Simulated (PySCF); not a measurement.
Compound: C5H5BN2.
Atom-mapped SMILES: `[CH3:1][C:2]#[N+:3][BH2-:4][C:5]#[C:6][C:7]#[N:8]` (hydrogens: H9, H10, H11 on C1; H12, H13 on B4)

Structure used (PBE0-D3(BJ)/def2-SVP), in Å, numbered top down from 1:
```
atom  x, y, z in Å
C1    -1.8295    1.5911    1.8949
C2    -1.2062    0.7601    0.8907
N3    -0.7064    0.1018    0.0933
B4    -0.0266   -0.7824   -0.9814
C5     1.5050   -0.4631   -0.9598
C6     2.7017   -0.2114   -0.9415
C7     4.0439    0.0760   -0.9163
N8     5.1807    0.3270   -0.8874
H9    -2.3187    0.9607    2.6515
H10   -2.5791    2.2452    1.4266
H11   -1.0636    2.2115    2.3828
H12   -0.2753   -1.9361   -0.6673
H13   -0.5578   -0.4841   -2.0400
```

Linear response at B3LYP/def2-SVPD (PySCF, frozen core in the response, non-relativistic).

Static isotropic polarisability: 95.91 au (14.21 Å³), principal values 58.9, 86.4, 142.5 au.

Q: What is the polarisability at 1064 nm and at the sodium D line?

A: 97.25 au at 1064 nm (+1.4 %), 100.52 au at 589.3 nm (+4.8 %). The rise at 589.3 nm is 3.44 times that at 1064 nm; a pure ω² law gives 3.26. The lowest singlet lies at 277 nm, shorter than both wavelengths.

Q: What is the isotropic C6 coefficient between two such molecules, C6 = (3/π)∫α(iω)² dω?

A: 3081 au (Eh·bohr⁶) by a ten-point quadrature over imaginary frequencies, which is 1840 eV·Å⁶ or 178 J·nm⁶/mol.

Q: Which effective excitation energy ω̄ makes London's formula C6 = (3/4)α²ω̄ exact here?

A: ω̄ = 4·C6/(3α²) = 0.446 Eh = 12.1 eV. A one-pole form α(ω) = α/(1 − ω²/ω̄²) fitted to the 1064 nm value gives 9.9 eV.

Q: How anisotropic is the static polarisability, by Δα² = ½[(α1 − α2)² + (α2 − α3)² + (α3 − α1)²]?

A: Δα = 73.8 au, or 0.77 of the isotropic value.

Q: What does −C6/R⁶ come to at R = 12 Å between centres?

A: -59 J/mol. This is the leading, orientation-averaged term; C8 and higher terms are left out.

Q: What molar refraction at the D line follows from R = (4π/3)·N_A·α′, with α′ the polarisability volume?

A: α′ = 14.90 Å³ gives R = 37.57 cm³/mol, for isolated, non-vibrating species.

On one thread, x86-64 server (shared host), this took 24 s of wall time. This is the whole response run at B3LYP/def2-SVPD, SCF included.
